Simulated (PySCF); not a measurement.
## Structure from 2D NMR

Compound of formula C$_{6}$H$_{15}$AlO$_{3}$. Correlations simulated from computed shifts and the bond graph:

HSQC (one-bond C–H):
```csv
δH,δC
3.83,61.9
1.21,22.7
```

COSY cross peaks (H two or three bonds apart, from the bond graph; peaks can be absent where the dihedral angle is near 90°):
```csv
δH,δH
3.83,1.21
```

HMBC (two and three bonds, from the bond graph):
```csv
δH,δC
3.83,22.7
1.21,61.9
```

- shieldings: GIAO PBE0/pcSseg-1
- geometry from PBE0-D3(BJ)/def2-SVP
- run in PySCF 2.14.0 with density-fitted response routines
- single conformer, isolated molecule, non-relativistic, rapidly exchanging positions averaged

Shifts are taken against calculated references (same method and geometry level): TMS for 1H (σref 31.27), 13C (σref 184.41).

Exchangeable hydrogens are left out of these lists.

**Question.** Work out the connectivity.

**Answer.** `CC[O][Al]([O]CC)[O]CC`.

Atom-mapped SMILES (the numbers label the heavy atoms): `[CH3:1][CH2:2][O:3][Al:4]([O:5][CH2:6][CH3:7])[O:8][CH2:9][CH3:10]`. Each H is labelled by its parent atom.

- δC 61.9 is C2/C6/C9, an sp3 CH2 bonded to O (δH 3.83).
- δC 22.7 is C1/C7/C10, a methyl carbon (δH 1.21).
- COSY links 3.83–1.21.

This is the structure that produced the data.

Shifts are as computed. Against solution values, carbons near 30 ppm lie about +2 ppm off and those near 130 ppm about +5 ppm. Of 1211 compounds with measured shifts, 218 miss one by over three times the rms of a fit or turn the order of signals round; such compounds aren't used in these exercises.
